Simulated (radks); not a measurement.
Charge is removed step by step from the 2p level of N+, starting from [He] 2s2 2p2. Method: non-relativistic Kohn-Sham, BLYP, spin-unpolarised, spherical densities, point nucleus; computed with a radial shooting solver on a logarithmic mesh with Libxc functionals.

removed (e) = 0: E - E(0) (eV) 0.000; eigenvalue (eV) -20.690; E minus straight line (eV) 0.000
removed (e) = 0.125: E - E(0) (eV) 2.707; eigenvalue (eV) -22.634; E minus straight line (eV) -0.903
removed (e) = 0.25: E - E(0) (eV) 5.660; eigenvalue (eV) -24.626; E minus straight line (eV) -1.559
removed (e) = 0.375: E - E(0) (eV) 8.866; eigenvalue (eV) -26.667; E minus straight line (eV) -1.964
removed (e) = 0.5: E - E(0) (eV) 12.329; eigenvalue (eV) -28.755; E minus straight line (eV) -2.110
removed (e) = 0.625: E - E(0) (eV) 16.056; eigenvalue (eV) -30.889; E minus straight line (eV) -1.993
removed (e) = 0.75: E - E(0) (eV) 20.053; eigenvalue (eV) -33.069; E minus straight line (eV) -1.605
removed (e) = 0.875: E - E(0) (eV) 24.325; eigenvalue (eV) -35.293; E minus straight line (eV) -0.943
removed (e) = 1: E - E(0) (eV) 28.878; eigenvalue (eV) -37.561; E minus straight line (eV) 0.000

Removing the whole electron costs 28.878 eV by Delta-SCF, against 20.690 eV from minus the eigenvalue at the starting occupation. Slater's transition state (half an electron removed) gives 28.755 eV. Integrating minus the eigenvalue over the occupation (Janak's theorem) gives 28.878 eV. The mean slope of the eigenvalue, de/dn, is 16.9 eV per electron. Ionisation energy of N+ in the NIST Atomic Spectra Database: 29.601 eV (semi-empirical).

Beside tabulated values, note that spin-unpolarised runs miss the spin-polarisation part of the exchange energy of open shells.
